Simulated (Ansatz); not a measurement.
`[F][Ga]([F])[NH][GaH2]` + HBr → `[GaH2][Br]` + `[NH2][Ga]([F])[F]` at 500 K and 1 bar (ligand exchange at a Ga–N bond).

Isolated molecules relaxed with PBE0-D4/def2-TZVP in Ansatz; ΔE leaves out vibrations. CCSD(T)/CBS adds triple-zeta CCSD(T) − MP2 to the extrapolated MP2 energy (def2 sets, frozen cores). For Br, Ga outer-core shells are correlated without core-valence functions, which leaves a few kJ/mol of doubt a bond. Scalar relativity is left out up to krypton. One conformer a species, not always the lowest.

```csv
species,CCSD(T)/CBS energy (Eh),H − E (kJ/mol),S (J/(mol·K))
`[F][Ga]([F])[NH][GaH2]`,-4104.09173,137.7,448.8
HBr,-2573.91920,30.5,213.7
`[GaH2][Br]`,-4498.49736,60.9,306.0
`[NH2][Ga]([F])[F]`,-2179.54122,114.1,369.5
```

H − E and S are ideal-gas, rigid-rotor, harmonic terms from PBE0-D4/def2-TZVP, for one conformer and one mirror image of each species. 1 Eh = 2625.50 kJ/mol, R = 8.31446 J/(mol·K).

Problem. By hand: ΔE, ΔH, ΔS and ΔG.

Solution. ΔE = (-4498.49736) + (-2179.54122) − (-4104.09173) − (-2573.91920) = -0.02765 Eh = -72.6 kJ/mol. Δ(H − E) = 60.9 + 114.1 − 137.7 − 30.5 = 6.8, so ΔH = -65.8 kJ/mol. ΔS = 306.0 + 369.5 − 448.8 − 213.7 = 13.0 J/(mol·K). ΔG = -65.8 − 500 × (13.0)/1000 = -72.3 kJ/mol.

Problem. By hand: the equilibrium constant, and the temperature at which ΔG would vanish if ΔH and ΔS stayed fixed.

Solution. log₁₀ K = −ΔG/(RT ln 10) = 7.6. ΔH and −TΔS have one sign here, so there is no such temperature.

The number of gas molecules stays the same, so ΔS is small and ΔH decides. A doubt of 5 kJ/mol in ΔE shifts log₁₀ K by 0.5 here. Other conformers and mirror images would add mixing entropy, several J/(mol·K) or more a flexible species. These are equilibria of isolated gas molecules and say nothing of rates. Largest T1 diagnostic: 0.014 (customary marks: 0.02 for closed shells, 0.045 for open ones).
